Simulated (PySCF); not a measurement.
C5H12Si, SMILES CCC/C=C\[SiH3].

Geometry optimised at PBE-D3(BJ)/def2-SVP. The structure was generated by enumeration; whether it is a known compound was not checked. One conformer was computed; it need not be the lowest.

Two levels are set side by side: PBE/def2-TZVP (PySCF) and PBE0/def2-TZVP (PySCF). Same geometry, gas phase. Differences are taken from unrounded values.

```
quantity                      PBE0
---------------------------  -----
orbital gap (eV)              6.85
highest occupied level (eV)  -7.43
lowest empty level (eV)      -0.57
dipole moment (D)             1.26
```

**Question.** What does PBE give, and how far is it from PBE0? (An estimate is asked for; the answer gives what the named calculation found.)

**Answer.** 
```
quantity                       PBE  PBE minus PBE0
---------------------------  -----  --------------
orbital gap (eV)              4.82           -2.04
highest occupied level (eV)  -6.34            1.08
lowest empty level (eV)      -1.53           -0.96
dipole moment (D)             1.27            0.01
```

PBE's occupied levels lie high since its potential decays too fast outside the molecule; exact exchange lowers them and widens the gap. Differences between two approximate levels are no errors against the true value.

Rough cost on one machine, each run with all the roots and properties that it gave: PBE0 against PBE within a factor of 2.
